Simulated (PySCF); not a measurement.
Isomers of CH10N2OSi3, mass 150.010 u with the commonest isotopes. Method used: CAM-B3LYP/def2-SVPD in PySCF (dipole) on a GFN2-xTB geometry, gas phase. One conformer each, none proved a minimum here; rigid rotors.

Task: Order these by radius of gyration √(Σ m r²/M), largest first.
A. `[CH2:1]=[N:2][NH:3][SiH2:4][SiH2:5][O:6][SiH3:7]` with C1–N2–N3–Si4 -177°, N2–N3–Si4–Si5 -7°, N3–Si4–Si5–O6 -179°
B. `[NH2:1][SiH2:2][O:3][Si@@H:4]1[CH2:5][NH:6][SiH2:7]1` with H–N1–Si2–O3 -179° and 43°, N1–Si2–O3–Si4 68°, Si2–O3–Si4–C5 108°
C. `[NH2:1][Si@H:2]1[CH2:3][O:4][SiH2:5][SiH2:6][NH:7]1` with H–N1–Si2–C3 -174° and 51°, N1–Si2–C3–O4 165°, Si2–C3–O4–Si5 -61°, C3–O4–Si5–Si6 44°, O4–Si5–Si6–N7 -19°
D. `[NH2:1][Si@@H:2]([CH:3]=[O:4])[N:5]([SiH3:6])[SiH3:7]` with H–N1–Si2–C3 174° and -50°, N1–Si2–C3–O4 136°, N1–Si2–N5–Si6 51°
E. `[CH3:1][NH:2][Si@@H:3]1[SiH2:4][O:5][Si@@H:6]1[NH2:7]` with C1–N2–Si3–Si4 -175°, O5–Si6–N7–H 67° and -69°
F. `[NH2:1][Si@@H:2]1[NH:3][SiH2:4][CH2:5][O:6][SiH2:7]1` with H–N1–Si2–N3 169° and -53°, N1–Si2–N3–Si4 -128°, Si2–N3–Si4–C5 -17°, N3–Si4–C5–O6 55°, Si4–C5–O6–Si7 -67°

Result: A (2.592 Å), B (2.281 Å), E (2.140 Å), D (2.071 Å), C (2.040 Å), F (2.010 Å).

Task: Order these by rotational constant A, smallest first.
A. `[CH2:1]=[N:2][NH:3][SiH2:4][SiH2:5][O:6][SiH3:7]` with C1–N2–N3–Si4 -177°, N2–N3–Si4–Si5 -7°, N3–Si4–Si5–O6 -179°
B. `[NH2:1][SiH2:2][SiH2:3][SiH2:4][C:5]([NH2:6])=[O:7]` with H–N1–Si2–Si3 43° and -178°, N1–Si2–Si3–Si4 4°, Si2–Si3–Si4–C5 -58°, Si3–Si4–C5–N6 -135°, Si4–C5–N6–H -179° and -2°
C. `[CH3:1][NH:2][Si@@H:3]1[SiH2:4][O:5][Si@@H:6]1[NH2:7]` with C1–N2–Si3–Si4 -175°, O5–Si6–N7–H 67° and -69°
D. `[NH2:1][Si@@H:2]([CH:3]=[O:4])[N:5]([SiH3:6])[SiH3:7]` with H–N1–Si2–C3 174° and -50°, N1–Si2–C3–O4 136°, N1–Si2–N5–Si6 51°
E. `[NH2:1][SiH2:2][O:3][Si@@H:4]1[CH2:5][NH:6][SiH2:7]1` with H–N1–Si2–O3 -179° and 43°, N1–Si2–O3–Si4 68°, Si2–O3–Si4–C5 108°

Result: D (1720 MHz), C (1916 MHz), B (2173 MHz), E (3059 MHz), A (4366 MHz).

Task: Order these by out-of-plane moment Σ m c² = (Ia + Ib − Ic)/2, smallest first.
A. `[CH2:1]=[N:2][NH:3][SiH2:4][SiH2:5][O:6][SiH3:7]` with C1–N2–N3–Si4 -177°, N2–N3–Si4–Si5 -7°, N3–Si4–Si5–O6 -179°
B. `[NH2:1][SiH2:2][SiH2:3][SiH2:4][C:5]([NH2:6])=[O:7]` with H–N1–Si2–Si3 43° and -178°, N1–Si2–Si3–Si4 4°, Si2–Si3–Si4–C5 -58°, Si3–Si4–C5–N6 -135°, Si4–C5–N6–H -179° and -2°
C. `[NH2:1][SiH2:2][O:3][Si@@H:4]1[CH2:5][NH:6][SiH2:7]1` with H–N1–Si2–O3 -179° and 43°, N1–Si2–O3–Si4 68°, Si2–O3–Si4–C5 108°
D. `[NH2:1][Si@H:2]1[CH2:3][O:4][SiH2:5][SiH2:6][NH:7]1` with H–N1–Si2–C3 -174° and 51°, N1–Si2–C3–O4 165°, Si2–C3–O4–Si5 -61°, C3–O4–Si5–Si6 44°, O4–Si5–Si6–N7 -19°
E. `[CH3:1][NH:2][Si@@H:3]1[SiH2:4][O:5][Si@@H:6]1[NH2:7]` with C1–N2–Si3–Si4 -175°, O5–Si6–N7–H 67° and -69°
F. `[NH2:1][Si@@H:2]1[NH:3][SiH2:4][CH2:5][O:6][SiH2:7]1` with H–N1–Si2–N3 169° and -53°, N1–Si2–N3–Si4 -128°, Si2–N3–Si4–C5 -17°, N3–Si4–C5–O6 55°, Si4–C5–O6–Si7 -67°
G. `[NH2:1][Si@@H:2]([CH:3]=[O:4])[N:5]([SiH3:6])[SiH3:7]` with H–N1–Si2–C3 174° and -50°, N1–Si2–C3–O4 136°, N1–Si2–N5–Si6 51°

Result: A (9.35 u·Å²), G (21.44 u·Å²), D (21.85 u·Å²), F (27.39 u·Å²), B (38.50 u·Å²), E (41.25 u·Å²), C (49.64 u·Å²).

```json
{"SMILES": "N[SiH2]O[Si@@H]1CN[SiH2]1", "point group": "C1", "Ia (u·Å²)": "165.23", "Ib (u·Å²)": "665.04", "Ic (u·Å²)": "731.00", "κ": "-0.94", "μa (D)": "1.08", "μb (D)": "0.09", "μc (D)": "0.02"}
{"SMILES": "CN[Si@@H]1[SiH2]O[Si@@H]1N", "point group": "C1", "Ia (u·Å²)": "263.81", "Ib (u·Å²)": "464.63", "Ic (u·Å²)": "645.94", "κ": "-0.46", "μa (D)": "1.98", "μb (D)": "0.89", "μc (D)": "1.48"}
{"SMILES": "N[SiH2][SiH2][SiH2]C(N)=O", "point group": "C1", "Ia (u·Å²)": "232.62", "Ib (u·Å²)": "577.99", "Ic (u·Å²)": "733.62", "κ": "-0.75", "μa (D)": "3.00", "μb (D)": "1.07", "μc (D)": "0.38"}
{"SMILES": "N[Si@@H]1N[SiH2]CO[SiH2]1", "point group": "C1", "Ia (u·Å²)": "264.60", "Ib (u·Å²)": "368.58", "Ic (u·Å²)": "578.40", "κ": "-0.04", "μa (D)": "1.59", "μb (D)": "1.40", "μc (D)": "0.62"}
{"SMILES": "N[Si@H]1CO[SiH2][SiH2]N1", "point group": "C1", "Ia (u·Å²)": "228.48", "Ib (u·Å²)": "417.73", "Ic (u·Å²)": "602.51", "κ": "-0.46", "μa (D)": "2.14", "μb (D)": "0.89", "μc (D)": "0.27"}
{"SMILES": "C=NN[SiH2][SiH2]O[SiH3]", "point group": "C1", "Ia (u·Å²)": "115.76", "Ib (u·Å²)": "901.45", "Ic (u·Å²)": "998.50", "κ": "-0.97", "μa (D)": "1.42", "μb (D)": "1.21", "μc (D)": "0.07"}
{"SMILES": "N[Si@@H](C=O)N([SiH3])[SiH3]", "point group": "C1", "Ia (u·Å²)": "293.77", "Ib (u·Å²)": "371.31", "Ic (u·Å²)": "622.20", "κ": "0.21", "μa (D)": "0.37", "μb (D)": "2.50", "μc (D)": "0.50"}
```
